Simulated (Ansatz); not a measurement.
`[CH3][Al-]([CH3])([CH3])[SeH2+]`, relaxed with RKS PBE0-D4/def2-TZVP in the Gaussian-basis code of Ansatz from a PBE-D4/def2-SVP geometry. The force threshold is 0.005 eV/Å; the program also tests the step.

The species carries charge 0 and has multiplicity 1.

Start:

```xyz
16

C    -0.518    1.316    1.324
Al   -0.136    0.159   -0.248
C     1.331    0.694   -1.478
C    -1.601   -0.984   -0.955
Se    1.241   -1.846    1.027
H    -1.088    2.218    1.008
H     0.402    1.691    1.824
H    -1.139    0.812    2.096
H     0.978    1.516   -2.141
H     1.665   -0.124   -2.152
H     2.229    1.087   -0.954
H    -2.213   -1.462   -0.160
H    -1.248   -1.786   -1.638
H    -2.305   -0.358   -1.549
H     2.110   -0.947    1.832
H     0.293   -1.986    2.164
```

Task: How much energy does the relaxation release, and in how many steps? (Estimate.)

Result: The calculation gave: 1.22 kcal/mol, in 4 steps.

Task: Which bonds change most? (Best estimate.)

Result: The calculation gave: Se5–H16 from 1.486 to 1.469 Å; Se5–H15 from 1.486 to 1.469 Å; C3–H9 from 1.114 to 1.097 Å; C4–H14 from 1.114 to 1.097 Å.

Task: Give the relaxed structure. (Best estimate.)

Result: Computed: 
```xyz
16

C    -0.520    1.317    1.311
Al   -0.141    0.168   -0.248
C     1.319    0.693   -1.465
C    -1.591   -0.973   -0.945
Se    1.234   -1.839    1.015
H    -1.083    2.205    0.999
H     0.389    1.682    1.800
H    -1.129    0.815    2.070
H     0.984    1.503   -2.124
H     1.645   -0.123   -2.119
H     2.202    1.070   -0.938
H    -2.184   -1.444   -0.154
H    -1.230   -1.766   -1.608
H    -2.291   -0.369   -1.536
H     2.100   -0.955    1.806
H     0.296   -1.985    2.135
```
